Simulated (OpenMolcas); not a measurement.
An atom or ion with 25 electrons was computed by MS-CASPT2, IPEA 0.25 Eh, imaginary shift 0.1 Eh with spin-orbit coupling (OpenMolcas, ANO-RCC-VQZP, DKH2). The lowest levels that the run gave, each within 12 % of the measured value where one is at hand:

| J | Parity | E (cm-1) | g |
| --- | --- | --- | --- |
| 9/2 | even | 0.0 | 1.333 |
| 7/2 | even | 1526 | 1.238 |
| 5/2 | even | 2610 | 1.029 |
| 3/2 | even | 3350 | 0.401 |
| 5/2 | even | 20930 | 1.599 |
| 3/2 | even | 21140 | 1.691 |
| 1/2 | even | 22030 | 2.587 |
| 9/2 | even | 22680 | 1.107 |
| 7/2 | even | 24150 | 0.889 |
| 3/2 | even | 26930 | 1.318 |
| 1/2 | even | 28230 | 0.749 |
| 11/2 | even | 30900 | 1.091 |

Question: Which ion is it, and what are the configurations and terms?

Answer: Cu V (Z = 29, charge +4; active space 7 electrons in 10 orbitals (3d 4d)). J, parity and g give the terms where levels are pure, and mixed ones are named by the computed weights; the size of the splittings, set against known spectra of the 25-electron sequence, gives the charge. In order, with the measured energies in cm-1 (Sugar and Musgrove, J. Phys. Chem. Ref. Data 19, 527 (1990)): 3d7 4F 9/2, 3d7 4F 7/2 (1616), 3d7 4F 5/2 (2759), 3d7 4F 3/2 (3528), 3d7 4P 5/2 (20827), 3d7 4P 3/2 (21066), 3d7 4P 1/2 (21935), 3d7 2G 9/2 (22575), 3d7 2G 7/2 (24100), 3d7 2P 3/2 (27016), 3d7 2P 1/2 (28367), 3d7 2H 11/2 (30402).

CASPT2 does not keep the components of a term degenerate, so their means are used; among the terms shown or strongly mixed into the levels shown the widest spread is 1100 cm-1 (3d7 4F). Active for correlation alone: 4d; no level in the range computed is led by a configuration that fills it, so any true level of that kind is missing. The CASPT2 spread within a term exceeds the gap to the next term for 3d7 2H and 3d7 2D(1), so the order of their levels is uncertain. Measured partners are found by configuration, term and J. A level has none where our copy of the source lacks it or the pairing is in doubt (some pairs that miss far off the trend of their configuration count as doubtful), and it then counts in no deviation. Only configurations of the active space appear.

A number in round brackets counts repeated terms of one configuration in the order of the reference energies.
